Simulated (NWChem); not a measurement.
Species: CNO, doublet; SMILES [N]=C=O

Results from NWChem. Spin-unrestricted. The state is orbitally degenerate and is run as one real component. No stability test was run on the SCF state. Each level has its own optimisation; frequencies are unscaled.

For level CAM-B3LYP/def2-SVP:

- lowest (cm⁻¹) = 551

Problem. What are these values for level PBE0/def2-SVP?

Solution. lowest (cm⁻¹): 501
